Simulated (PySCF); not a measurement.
As₂H₆Si, SMILES [AsH2][SiH2][AsH2]. Geometry: ωB97X-D3(BJ)/def2-SVP. The structure was generated by enumeration, and PubChem lists no compound with its InChIKey, so it may never have been made.

All values below come from ωB97X-D3(BJ)/def2-SVP run with PySCF.

Harmonic wavenumbers (cm⁻¹): 98, 106, 140, 324, 354, 432, 541, 557, 653, 732, 793, 823, 929, 1011, 1014, 2238, 2245, 2258, 2263, 2268, 2275. Rotational constants (GHz): 8.945, 0.8181, 0.7674; symmetry number 2.

Problem. Work out the zero-point energy and the ideal-gas rigid-rotor harmonic-oscillator thermochemistry at 298.15 K and 1 atm.

Solution. ZPE = ½ Σ hcν = ½ × 22056 cm⁻¹ = 131.92 kJ/mol. H − E(el) = 152.43 kJ/mol. Entropy in J/(mol K): translation 173.78, rotation 113.23, vibration 64.28, total 351.29. G − E(el) = 47.70 kJ/mol. Cp = 103.82 J/(mol K). Modes under 150 cm⁻¹ make the vibrational entropy uncertain.
